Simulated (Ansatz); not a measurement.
Compare A (`C[SiH](S)CO`) with its isomer B (`OCC[SiH2]S`).

Gas-phase electronic energies from Ansatz, PBE0-D4/def2-TZVP geometries. CBS: MP2 limit from def2 TZ/QZ plus the TZ coupled-cluster correction, frozen cores. Functionals use def2-TZVPP. B3LYP here is the variant with VWN-RPA as its local correlation; programs differ in this. Each species was taken in one conformer, which may not be the lowest.

Task: Which isomer does CCSD(T)/CBS put lower? Give the gap. (Estimate.)

Result: Ansatz gave: A, by 24.0 kJ/mol.

Task: Give E(B) − E(A) in kJ/mol with r2SCAN-D4, PBE-D4, ωB97M-V, B3LYP-D4, B2PLYP, CCSD(T)/def2-TZVPP, CCSD/def2-TZVPP. (An estimate is asked.)

Result: Ansatz gave: r2SCAN-D4 29.5, PBE-D4 31.3, ωB97M-V 26.4, B3LYP-D4 27.2, B2PLYP 25.6, CCSD(T)/def2-TZVPP 22.3, CCSD/def2-TZVPP 21.0. None reverses the order clearly.

Largest T1 diagnostic: 0.011.

From PBE to PBE0 (25 % exact exchange), in def2-TZVPP and without D4, E(B) − E(A) moves by −3.7 kJ/mol. In def2-TZVPP, CCSD(T) changes the Hartree–Fock value by +6.5 kJ/mol (the triples alone add +1.3 kJ/mol) and MP2 by +7.4 kJ/mol.
